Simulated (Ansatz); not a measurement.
Calculated with Ansatz (gas phase, PBE0-D4/def2-TZVP geometries, no zero-point term in ΔE). CCSD(T)/CBS adds triple-zeta CCSD(T) − MP2 to the extrapolated MP2 energy (def2 sets, frozen cores). This one scheme is used for every species. For Ge outer-core shells are correlated without core-valence functions, which leaves a few kJ/mol of doubt a bond. Scalar relativity is left out up to krypton. One conformer a species, not always the lowest.

Consider the redistribution: `[GeH3][GeH2][SiH2][GeH2][GeH3]` + `O[SiH](O)[SiH3]` → `[SiH3][GeH2][SiH2][GeH2][GeH3]` + `O[SiH](O)[GeH3]`.

```
                         species  CCSD/def2-TZVPP energy (Eh)
`[GeH3][GeH2][SiH2][GeH2][GeH3]`                  -8598.65808
               `O[SiH](O)[SiH3]`                   -732.04694
`[SiH3][GeH2][SiH2][GeH2][GeH3]`                  -6812.10525
               `O[SiH](O)[GeH3]`                  -2518.59767
```

(1) Work out ΔE.

Largest T1 diagnostic among the species: 0.013.

Results:

(1) ΔE = (-6812.10525) + (-2518.59767) − (-8598.65808) − (-732.04694) = 0.00210 Eh = +5.5 kJ/mol. CCSD(T)/CBS gives +2.6 kJ/mol.

Leaving LDA and LC-ωPBE aside and taking each functional with its dispersion term where it has one, the values, not all of them listed here, spread over 4.6 kJ/mol, from r2SCAN-D4 to BHLYP-D4. In def2-TZVPP, CCSD(T) changes the Hartree–Fock value by −3.1 kJ/mol (the triples alone add −0.6 kJ/mol) and MP2 by −3.2 kJ/mol.
